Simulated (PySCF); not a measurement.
Nb(O)(OH)(NH2)2 (H5N2NbO2), SMILES [Nb]([OH])([NH2])([NH2])=[O], multiplicity 1.

Geometry: PBE0-D3(BJ)/def2-SVP. The spin state was assumed, not searched. The structure was generated by enumeration; whether it is a known compound was not checked. The def2 effective core potentials stand for the cores of Nb; spin–orbit coupling is left out. The values are those of a single conformer.

The numbers are results of PySCF with PBE/def2-TZVP, not measurements.

Symmetry labels are those of the subgroup Cs that the program uses (full group Cs).

Question: List the valence orbital energies around the gap with their symmetry. (The exact figures need the calculation; the answer reports its results.)

Answer: 
| orbital | symmetry | energy (eV) |
|---|---|---|
| HOMO−7 | A" | -9.53 |
| HOMO−6 | A' | -8.52 |
| HOMO−5 | A" | -8.17 |
| HOMO−4 | A' | -7.93 |
| HOMO−3 | A' | -7.56 |
| HOMO−2 | A" | -7.49 |
| HOMO−1 | A' | -6.58 |
| HOMO | A" | -5.85 |
| LUMO | A" | -1.44 |
| LUMO+1 | A' | -1.16 |
| LUMO+2 | A' | -0.75 |
| LUMO+3 | A' | -0.22 |
